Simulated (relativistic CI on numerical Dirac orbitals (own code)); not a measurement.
**Hyperfine structure of Tl XXXI, mass number 203**

Computed by Dirac-Coulomb-Breit CI, KLI orbitals optimised for each configuration, model QED, unscaled Slater integrals (own radial code, finite nucleus).

Configurations in the expansion (outside the closed core [Ar] 3d10 4p6 4d10): 4s2 4f5, 4s2 4f4 5s, 4s2 4f3 5s2, 4s2 4f4 5p, 4s2 4f3 5s 5p, 4s2 4f3 5p2, 4s 4f6, 4s2 4f4 6s. Levels of other configurations are missing.

Nuclear spin I = 1/2, μ = 1.616 μN (tables of Stone and Pyykkö). The electronic factors are computed for point nuclear moments, without core polarisation or the Bohr-Weisskopf and QED corrections.

```json
{"Level": "4s2 4f5 6H°_5/2", "E (cm⁻¹)": "0.0", "A (MHz)": "21930"}
{"Level": "4s2 4f5 6H°_7/2", "E (cm⁻¹)": "24224.0", "A (MHz)": "15600"}
{"Level": "4s2 4f5 6F°_3/2", "E (cm⁻¹)": "41499.0", "A (MHz)": "19130"}
{"Level": "4s2 4f5 6H°_9/2", "E (cm⁻¹)": "42633.7", "A (MHz)": "13470"}
{"Level": "4s2 4f5 6F°_1/2", "E (cm⁻¹)": "45564.8", "A (MHz)": "46020"}
{"Level": "4s2 4f5 6H°_11/2", "E (cm⁻¹)": "55541.7", "A (MHz)": "13040"}
{"Level": "4s2 4f5 6F°_7/2", "E (cm⁻¹)": "59066.1", "A (MHz)": "10290"}
{"Level": "4s2 4f5 6F°_9/2", "E (cm⁻¹)": "74906.0", "A (MHz)": "9877"}
```

Levels with J = 0, under 50 % of one LS term, or S terms without an open s electron are left out. Small factors come from cancelling terms and can be off by tens of per cent or more.

At this charge energies of transitions that change n are usually good to better than 1 %, and those within a shell (Δn = 0) to a few per cent. Terms inside the open d or f shell come out 10 to 20 % too wide with unscaled integrals.

(1) Give the hyperfine levels of 4s2 4f5 6H°_5/2 relative to its centre of gravity.

Results:

(1) With K = F(F + 1) − I(I + 1) − J(J + 1), E = AK/2: F = 2: -38380, F = 3: 27420 MHz.

LS names give the leading component of a level, which can be under half, so a name can repeat, a term be missing and a line seem to break the LS rules.
